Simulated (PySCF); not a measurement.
# Atomic charges by several schemes

Compound: C3H2F2O2Si.
Z-matrix (Å and degrees, GFN2-xTB geometry), rows numbered from 1:
```
O 
C   1  1.2026
C   2  1.4604  1  124.28
C   3  1.3476  2  134.52  1     0.02
Si  4  1.8813  3   85.18  2  -179.99
F   5  1.5849  4  123.58  3  -109.43
F   5  1.5849  4  123.55  3   109.40
O   3  1.4024  2  119.19  1   180.00
H   2  1.1041  1  122.69  3  -179.96
H   4  1.0698  3  130.05  2    -0.00
```

Density: PBE0/pcSseg-1 (PySCF); schemes: Mulliken, IAO, Hirshfeld and ESP-fitted. The structure is a single GFN2-xTB conformer in the gas phase; no vibrational or solvent corrections.

Question: Atoms with like bonding are taken together and averaged. At which atom do the 4 schemes differ most?

Answer: At Si5: from +0.600 (Hirshfeld) to +1.754 e (IAO), 1.154 e apart.

Question: Which atoms carry the lowest charge in the Mulliken, IAO, Hirshfeld and ESP-fitted schemes?

Answer: The schemes don't all agree: Mulliken O8 (-0.568); IAO O8 (-0.656); Hirshfeld O8 (-0.241); ESP-fitted C4 (-0.757).

Question: What partial charge does each atom carry?

Answer: In e; atoms taken as equivalent share a row and are averaged (×n: the atom named and its like, n in all):

| atom | environment | Mulliken | IAO | Hirshfeld | ESP-fitted |
| --- | --- | --- | --- | --- | --- |
| O1 | aldehyde oxygen | -0.315 | -0.349 | -0.195 | -0.400 |
| C2 | aldehyde carbon | +0.314 | +0.243 | +0.135 | +0.396 |
| C3 | vinylic carbon bearing oxygen | +0.163 | +0.178 | +0.079 | +0.359 |
| C4 | alkene CH carbon | -0.408 | -0.500 | -0.148 | -0.757 |
| Si5 | fluorine-bound silicon | +1.363 | +1.754 | +0.600 | +1.270 |
| F6/F7 | silicon-bound fluorine | -0.381 | -0.494 | -0.176 | -0.326 |
| O8 | silyl ether oxygen | -0.568 | -0.656 | -0.241 | -0.552 |
| H9 | formyl hydrogen | +0.106 | +0.127 | +0.057 | +0.039 |
| H10 | vinylic hydrogen | +0.108 | +0.192 | +0.066 | +0.297 |

Mean size of the charges over all atoms: IAO 0.499 e, ESP-fitted 0.472 e, Mulliken 0.411 e, Hirshfeld 0.187 e. Each set sums to the total charge, 0, to within 0.001 e. The Mulliken scheme counts on each atom the diagonal of the density matrix times the overlap matrix over that atom's basis functions. The ESP scheme fits charges at the nuclei, held to the total charge, to the electrostatic potential on points at 1.4 to 2.0 times the van der Waals radii.

Question: How closely do the schemes follow one another over all atoms?

Answer: Correlation coefficient and root-mean-square difference: Mulliken with IAO 1.00, 0.144 e; Mulliken with Hirshfeld 1.00, 0.300 e; IAO with Hirshfeld 0.99, 0.435 e; Mulliken with ESP-fitted 0.96, 0.151 e; Hirshfeld with ESP-fitted 0.96, 0.347 e; IAO with ESP-fitted 0.96, 0.211 e.

Question: How many electrons does the ESP-fitted scheme count on F6?

Answer: Its own charge is -0.326 e, so Z − q = 9.326.

Question: Sum the charges by element, for elements with more than one atom.

Answer: 
```
element  atoms  Mulliken     IAO  Hirshfeld  ESP-fitted
      O      2    -0.883  -1.005     -0.436      -0.952
      C      3    +0.069  -0.079     +0.066      -0.002
      F      2    -0.763  -0.989     -0.353      -0.652
      H      2    +0.214  +0.319     +0.123      +0.336
```
